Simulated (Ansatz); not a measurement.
The cluster Al₃P₄⁻. Total charge -1; singlet. Geometry r2SCAN-D4/def2-SVPD; atoms count from 1.

```xyz
7

Al   -0.894   -1.586    0.630
Al   -0.350   -0.276   -1.744
Al    0.960    1.151    0.243
P    -0.645    0.341    1.898
P     1.364    1.123    2.436
P    -1.486   -2.173   -1.469
P     1.051    1.419   -1.993
```

The restricted singlet is unstable towards broken spin symmetry in Hartree–Fock (as tested in another run); at PBE0-D4/def2-TZVPD this wasn't settled. Another isomer (singlet) lies 0.20 eV lower at PBE0-D4/def2-TZVPD; other spin states weren't run for this one.

(1) Estimate the Mulliken populations from the PBE0/def2-TZVPD orbitals of Ansatz.

(2) And the Mayer bond orders between heavy atoms (over 0.3)?

Results:

(1) 
```
atom  charge (e)
 Al1        0.00
 Al2        0.15
 Al3        0.16
  P4       -0.26
  P5       -0.29
  P6       -0.34
  P7       -0.42
```
Mulliken values depend strongly on the basis. With diffuse functions, as here, like atoms can get unlike values, and bond orders can come out too low or too high.

(2) Al1–Al2 0.38 (2.77 Å); Al1–P4 1.21 (2.32 Å); Al1–P6 1.28 (2.26 Å); Al2–Al3 0.41 (2.77 Å); Al2–P6 1.34 (2.23 Å); Al2–P7 1.43 (2.21 Å); Al3–P4 0.68 (2.44 Å); Al3–P5 1.27 (2.23 Å); Al3–P7 1.22 (2.25 Å); P4–P5 1.06 (2.22 Å).
